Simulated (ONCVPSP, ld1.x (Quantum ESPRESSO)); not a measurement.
**Pseudopotentials across the periodic table**

Generated with ld1.x 7.5 (TM, RRKJ, ultrasoft, PAW), atompaw 4.2 or ONCVPSP 4.0.1. The cutoff is in Ry: for ld1.x and atompaw files where the sum of valence levels is converged to 10 mRy in a Bessel basis, for ONCV files where the hardest occupied wave has 1 mHa per electron of residual kinetic energy. The error is the largest all-electron minus pseudo excitation energy over each file’s own four to seven test configurations (ionisations up to +4, promotions, holes and added fractions of an electron), all of which were solved. The labels leave out finer settings (local radius, basis sizes, second energies), which also bear on the numbers. Spin-polarised tests are not counted. The rows are a selection from randomly drawn settings: files with unsolved tests, undetermined cutoffs or missed reference levels are left out.

| element | potential | cutoff (Ry) | largest error (meV) | bound ghosts |
| --- | --- | --- | --- | --- |
| C | ONCV, PW91, scalar-relativistic, rc 1.10/2.90 (sp), local smoothed, core correction yes, reference 2s2 2p2, qcut 3.4/2.7, projectors 1/1 | 193 | +4844 | none |
| Cl | ONCV, PBE, scalar-relativistic, rc 1.15/1.55 (sp), local s, core correction yes, reference 3s2 3p5, qcut 4.4/4.7, projectors 0/2 | 108 | +123 | none |
| Sn | ONCV, PBE, scalar-relativistic, rc 1.95/2.60 (sp), local smoothed, core correction yes, reference 5s1 5p3, qcut 2.9/2.6, projectors 2/2 | 34 | +46 | none |
| Os | ONCV, PBE, scalar-relativistic, rc 1.40/1.80/2.20/2.15 (spdf), local smoothed, core correction yes, reference 5s2 5p6 5d6 6s1 6p1, qcut 7.5/5.9/8/5.7, projectors 2/2/1/2 | 51 | -6.4 | none |

(1) Fill in the row for Tl: TM, PBE, fully relativistic, rc 2.78/3.68 (sp), local s, core correction yes, reference 6s2 6p1.

(2) Fill in the row for Os: ONCV, LDA (Perdew-Wang 92), scalar-relativistic, rc 1.50/1.95/1.80 (spd), local smoothed, core correction yes, reference 5s2 5p6 5d6 6s1 6p1, qcut 9.4/6.4/5.4, projectors 2/2/1.

(3) Fill in the row for Rh: RRKJ, LDA (PZ), scalar-relativistic, rc 1.05/0.95/1.74 (spd), local smoothed, core correction no, reference 4s2 4p6 4d7 5s0 5p0.

Answers

(1) cutoff 8 Ry, largest error -432 meV, bound ghosts: none.

(2) cutoff 59 Ry, largest error -7.8 meV, bound ghosts: none.

(3) cutoff 160 Ry, largest error -42 meV, bound ghosts: none.
